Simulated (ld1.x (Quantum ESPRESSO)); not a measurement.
# Re (Z = 75): variants of one TM potential

Base potential:

```json
{
 "Element": "rhenium",
 "Generator": "ld1.x (Quantum ESPRESSO) 7.5",
 "Type": "norm-conserving Troullier–Martins (Kleinman–Bylander form)",
 "Functional": "LDA (PZ)",
 "Relativity": "scalar-relativistic",
 "Frozen core": "[Xe] 4f14",
 "Valence charge": "7",
 "Reference configuration": "5d5 6s2 6p0",
 "Partial waves": "6p (bound, empty): rc 2.50 bohr; 5d (bound): rc 1.75 bohr; 6s (bound): rc 2.80 bohr",
 "Local potential": "the s channel",
 "Core correction": "Bessel-smoothed model core, default radius (core density twice the valence density)"
}
```

Cutoffs, loose and tight: the cutoffs (Ry, on a coarse ladder) from which the occupation-weighted sum of valence levels, in a spherical-Bessel basis at the reference potential, stays within 10 and 1 mRy of its value at 400 Ry. They do not see the model core or the augmentation charge, which bear on the density cutoff. Test errors are all-electron minus pseudo excitation energies from the reference, over the configurations 5d5 6s1 6p0; 5d5 6s0 6p0; 5d4 6s0 6p0; 5d4 6s2 6p1; 5d6 6s1 6p0; 5d5 6s1 6p1; 5d5 6s1.5 6p0 (two spin-polarised tests are not counted in the largest error). A dash means not determined; rows that change the core or the reference have their own tests.

A true bound ghost makes a file unfit for plane-wave use even where its test errors are small: the radial tests pick states by their node count and pass the ghost by.

The default core radius of the base comes out at 1.43 bohr.

On the changes marked as counting shells twice: ld1.x takes every shell without a wave as core, so the model core holds the marked electrons as well and exchange and correlation see them twice. This cancels in the reference configuration, but the file is broken for other ones, and its errors say nothing about a proper core correction.

```tsv
change	outcome	cutoff, loose	cutoff, tight	bound ghosts	largest test error (meV)
base	generated	35 Ry	40 Ry	none	-176
wave 6s (bound): rc 2.80 bohr becomes 6s (bound): rc 3.32 bohr	generated	35 Ry	40 Ry	none	-286
core [Kr] 4d10 4f14 5s2, valence charge 13; reference 5p6 5d5 6s1 6p1; waves now 6s (bound): rc 2.40 bohr; 5p (bound): rc 1.15 bohr; 5d (bound): rc 2.30 bohr; local potential all-electron potential smoothed inside 2.10 bohr (lloc = -1); core correction Bessel-smoothed model core inside 0.75 bohr (6p counted twice)	generated	110 Ry	160 Ry	s	-687
core correction Bessel-smoothed model core inside 2.08 bohr	generated	35 Ry	40 Ry	none	-173
```

(1) What comes out with this change to the base: reference 5d5.5 6s1.5 6p0?

(2) What comes out with this change to the base: all radii but the core radius scaled by about 0.90 (s 2.54, p 2.26, d 1.58 bohr)?

(3) What comes out with this change to the base: wave 5d (bound): rc 1.75 bohr becomes 5d (bound): rc 2.62 bohr?

Results:

(1) outcome: generated; cutoff, loose: 35 Ry; cutoff, tight: 40 Ry; bound ghosts: none; largest test error (meV): -875.

(2) outcome: generated; cutoff, loose: 35 Ry; cutoff, tight: 55 Ry; bound ghosts: p; largest test error (meV): -165.

(3) outcome: generated; cutoff, loose: 30 Ry; cutoff, tight: 35 Ry; bound ghosts: none; largest test error (meV): -178.
